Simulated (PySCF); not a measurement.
Atoms are numbered as in `[CH3:1][CH2:2][CH2:3][O:4][C:5]([CH3:6])=[O:7]` (H(Xn): hydrogen on atom n).

GIAO shifts from PySCF 2.14 on PBE0-D3(BJ)/def2-TZVP geometries (one conformer, non-relativistic, equivalent nuclei averaged), against TMS at the same level and in the same medium; PCM means IEF-PCM chloroform.

Measured (solution, not stated per compound (mostly CDCl3 or CCl4); Pretsch, Buehlmann, Badertscher, Structure Determination of Organic Compounds, 4th ed. (2009)): C3 66.2, C2 22.4, C1 10.5, H(C3) 4.02, H(C2) 1.65, H(C1) 0.95 ppm.

Which unscaled values do B97-2/pcSseg-2, gas; WP04/pcSseg-2, PCM; wB97X-D/pcSseg-2, PCM give, and how close are they?

Answers


```csv
atoms,measured,"B97-2/pcSseg-2, gas","WP04/pcSseg-2, PCM","wB97X-D/pcSseg-2, PCM"
C3,66.2,70.2,74.2,71.5
C2,22.4,26.2,28.7,26.5
C1,10.5,11.9,13.7,11.7
H(C3),4.02,3.97,4.00,4.02
H(C2),1.65,1.63,1.62,1.60
H(C1),0.95,0.87,0.91,0.89
```

Mean absolute error for 13C: B97-2/pcSseg-2, gas 3.1, WP04/pcSseg-2, PCM 5.8, wB97X-D/pcSseg-2, PCM 3.5 ppm.

Mean absolute error for 1H: B97-2/pcSseg-2, gas 0.05, WP04/pcSseg-2, PCM 0.03, wB97X-D/pcSseg-2, PCM 0.04 ppm.
